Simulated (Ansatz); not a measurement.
`O/C(F)=N/[SiH3]` and `O/[C]([GaH2])=N/[SiH3]` differ in one atom or group.

Ansatz, PBE0-D4/def2-TZVP geometries, multiplicity 1. Each molecule was computed in one conformer, which needn't be the lowest.

Scalar relativity is left out up to krypton.

```csv
property,`O/C(F)=N/[SiH3]`
LUMO energy (PBE0/def2-TZVPP) / eV,0.19
LUMO energy (ωB97M-V/def2-TZVPP) / eV,1.92
HOMO–LUMO gap (PBE0/def2-TZVPP) / eV,8.43
size of the dipole moment (PBE/def2-TZVPP) / D,1.31
HOMO energy (ωB97M-V/def2-TZVPP) / eV,-10.57
HOMO–LUMO gap (PBE/def2-TZVPP) / eV,5.87
```

(1) What does the change do to each property? (Best estimate.)

Results:

(1) Computed: 
```tsv
property	`O/[C]([GaH2])=N/[SiH3]`	shift
LUMO energy (PBE0/def2-TZVPP) / eV	-1.26	-1.45
LUMO energy (ωB97M-V/def2-TZVPP) / eV	0.48	-1.44
HOMO–LUMO gap (PBE0/def2-TZVPP) / eV	5.98	-2.45
size of the dipole moment (PBE/def2-TZVPP) / D	0.80	-0.51
HOMO energy (ωB97M-V/def2-TZVPP) / eV	-9.50	1.07
HOMO–LUMO gap (PBE/def2-TZVPP) / eV	3.89	-1.98
```

With PBE0 the HOMO rises by 1.00 eV and the LUMO falls by 1.45 eV, so the gap narrows by about 2.45 eV. PBE moves the HOMO by 0.77 eV and ωB97M-V by 1.07 eV. Dipoles are sizes alone; their direction can turn.
